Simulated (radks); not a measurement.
The numbers below are computed, except where a source is named.
The nuclear charge of neutral antimony is varied continuously with 51 electrons held in [Kr] 4d10 5s2 5p3. Level of theory: scalar-relativistic Kohn-Sham, PBE, spin-polarised, spherical densities, point nucleus; open shells are filled with parallel spins first (spin-orbit coupling, left out, can overturn this in heavy ions) (a radial shooting solver on a logarithmic mesh with Libxc functionals). By the Hellmann-Feynman theorem dE/dZ = E(electron-nucleus)/Z, the electronic potential at the nucleus. The scalar-relativistic energy here is not variational (the density holds large components alone), so the two differ by a part that grows with Z.

| Z | E (hartree) | E(electron-nucleus)/Z (hartree) | HOMO | e(HOMO) (eV) | <r> HOMO (bohr) |
|---|---|---|---|---|---|
| 50.75 | -6404.65360 | -305.286 | 5p | -3.557 | 3.029 |
| 51 | -6481.50365 | -307.381 | 5p | -5.467 | 2.877 |
| 51.25 | -6558.88208 | -309.474 | 5p | -7.531 | 2.750 |
| 51.5 | -6636.78876 | -311.568 | 5p | -9.737 | 2.641 |
| 51.75 | -6715.22372 | -313.661 | 5p | -12.073 | 2.546 |
| 52 | -6794.18709 | -315.755 | 5p | -14.531 | 2.462 |

The central difference of E at Z = 51 is -308.457 hartree, to compare with the third column; the second derivative is -8.45 hartree.
